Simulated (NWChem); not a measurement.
# CHAlClNO₂; SMILES O=C=[N][Al]([OH])[Cl]

```xyz
7

Al    -0.4077     0.6252    -0.0001
Cl     1.2079     1.9345     0.0010
N     -0.1213    -1.1157     0.0004
C      0.1395    -2.2886     0.0002
O      0.3834    -3.4295    -0.0001
O     -1.9562     1.2866    -0.0014
H     -2.7882     0.8118    -0.0020
```
Atoms are numbered in this order, from 1.

Level: PBE0/def2-SVP (NWChem), optimised geometry, unscaled harmonic frequencies. 

| frequency (cm⁻¹) | IR intensity (km/mol) |
|---|---|
| 58 | 1.4 |
| 91 | 2.0 |
| 186 | 5.1 |
| 228 | 33.9 |
| 262 | 30.1 |
| 340 | 167.6 |
| 456 | 15.8 |
| 523 | 158.2 |
| 639 | 27.8 |
| 650 | 38.9 |
| 669 | 322.8 |
| 930 | 134.2 |
| 1532 | 44.3 |
| 2466 | 1496.6 |
| 3994 | 134.9 |

```
Item                                                                               Result
-----------------------------------------------------------------------  ----------------
zero-point energy                                                           18.6 kcal/mol
thermal correction to the enthalpy at 298.15 K (with zero-point energy)     23.8 kcal/mol
heat capacity Cv                                                         22.7 cal/(mol K)
entropy at 298.15 K and 1 atm (symmetry number 1)                        86.8 cal/(mol K)
dipole moment                                                                      1.98 D
```

Rigid rotor and harmonic oscillator; modes under 100 cm⁻¹ make the entropy uncertain.
